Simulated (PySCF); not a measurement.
This PySCF input asks for the NMR shieldings of `F[B@@H-](C(C/C=N\C)(C)C)[NH3+]`, C₆H₁₆BFN₂; the geometry comes from GFN2-xTB.

```python
import basis_set_exchange as bse
import numpy as np
from pyscf import gto, dft
from pyscf.prop import nmr

atoms = """
C     3.656734    0.883465   -0.292292
N     2.995807   -0.264902   -0.851102
C     1.792338   -0.507647   -0.570739
C     0.903176    0.277291    0.341443
C    -0.579062   -0.136434    0.357714
C    -0.699942   -1.594607    0.819569
C    -1.271286    0.753425    1.404787
B    -1.206893    0.115217   -1.140184
N    -2.830875   -0.259853   -1.084646
F    -1.259233    1.468144   -1.467613
H     4.671199    0.911176   -0.688817
H     3.143677    1.813078   -0.557918
H     3.702736    0.829979    0.799850
H     1.378217   -1.389341   -1.043328
H     1.325476    0.208125    1.353838
H     0.964640    1.330292    0.047412
H    -1.739808   -1.860158    1.011759
H    -0.309403   -2.279133    0.071346
H    -0.144814   -1.751078    1.744231
H    -0.755791    0.696212    2.363704
H    -2.304569    0.447042    1.574837
H    -1.266299    1.790581    1.077536
H    -0.748942   -0.527031   -2.030635
H    -3.235098    0.306818   -0.344158
H    -2.971021   -1.247442   -0.905883
H    -3.232009    0.009396   -1.977436
"""
names = dict.fromkeys(["C", "N", "B", "F", "H"], "pcSseg-1")
basis = {el: gto.basis.parse(bse.get_basis(n, elements=[el], fmt="nwchem")) for el, n in names.items()}
mol = gto.M(atom=atoms, basis=basis, charge=0, verbose=0)
mf = dft.RKS(mol, xc="PBE0")
mf.grids.level = 2
mf.grids.alignment = dft.numint.BLKSIZE   # the property module wants whole blocks of grid points
mf.conv_tol = 1e-9
mf.kernel()

calc = nmr.RKS(mf)   # GIAO
C = mf.mo_coeff
Co = C[:, mf.mo_occ > 0]
resp = mf.gen_response(singlet=True, hermi=2)
def vind(x):   # induced exchange potential for any number of trial vectors
    d = np.einsum("pi,xij,qj->xpq", C, 2 * x.reshape(-1, C.shape[1], Co.shape[1]), Co, optimize=True)
    return np.einsum("xpq,pi,qj->xij", resp(d - d.transpose(0, 2, 1)), C, Co, optimize=True).ravel()
mo1, _ = nmr.rhf.solve_mo1(calc, with_cphf=vind)
sigma = calc.kernel(mo1)
for i, s in enumerate(sigma):   # ppm
    w = np.linalg.eigvalsh((s + s.T) / 2)
    print("%2d %-2s iso %8.1f  s11 %8.1f  s22 %8.1f  s33 %8.1f" % (i, mol.atom_pure_symbol(i), w.mean(), *w))
```

**Question.** Give the expected output.

**Answer.** 
```
 0 C  iso    147.4  s11    131.5  s22    135.4  s33    175.2
 1 N  iso   -111.2  s11   -484.8  s22   -125.0  s33    276.2
 2 C  iso     12.5  s11   -102.9  s22     22.6  s33    117.8
 3 C  iso    144.6  s11    125.6  s22    149.5  s33    158.8
 4 C  iso    164.1  s11    158.0  s22    165.3  s33    169.0
 5 C  iso    161.2  s11    142.9  s22    154.8  s33    186.0
 6 C  iso    160.7  s11    141.7  s22    152.5  s33    187.9
 7 B  iso    100.4  s11     88.9  s22    101.1  s33    111.2
 8 N  iso    217.7  s11    206.7  s22    215.1  s33    231.4
 9 F  iso    388.7  s11    336.4  s22    357.9  s33    471.9
10 H  iso     27.6  s11     23.8  s22     26.7  s33     32.2
11 H  iso     28.7  s11     24.6  s22     29.1  s33     32.3
12 H  iso     28.8  s11     24.8  s22     28.6  s33     33.0
13 H  iso     23.6  s11     20.2  s22     21.1  s33     29.5
14 H  iso     30.5  s11     25.8  s22     30.9  s33     34.9
15 H  iso     29.3  s11     24.4  s22     29.4  s33     34.1
16 H  iso     31.6  s11     27.3  s22     30.3  s33     37.1
17 H  iso     30.1  s11     25.9  s22     27.6  s33     36.7
18 H  iso     31.0  s11     27.3  s22     28.4  s33     37.2
19 H  iso     31.1  s11     27.4  s22     29.1  s33     36.7
20 H  iso     31.6  s11     26.9  s22     30.2  s33     37.5
21 H  iso     30.3  s11     26.3  s22     28.2  s33     36.3
22 H  iso     28.3  s11     26.6  s22     27.8  s33     30.4
23 H  iso     28.6  s11     22.0  s22     28.3  s33     35.6
24 H  iso     29.1  s11     21.8  s22     27.4  s33     38.0
25 H  iso     28.9  s11     23.1  s22     24.5  s33     39.2
```

These numbers come from an equivalent density-fitted implementation of the same equations, which agrees with the script to about 0.01 ppm for H and up to a few tenths of a ppm for heavy atoms, so last digits may differ.

Size and cost of the density-fitted run: 250 basis functions, 120 s wall time on 1 thread of an Arm Neoverse N1, shared host; peak memory 1.2 GiB.
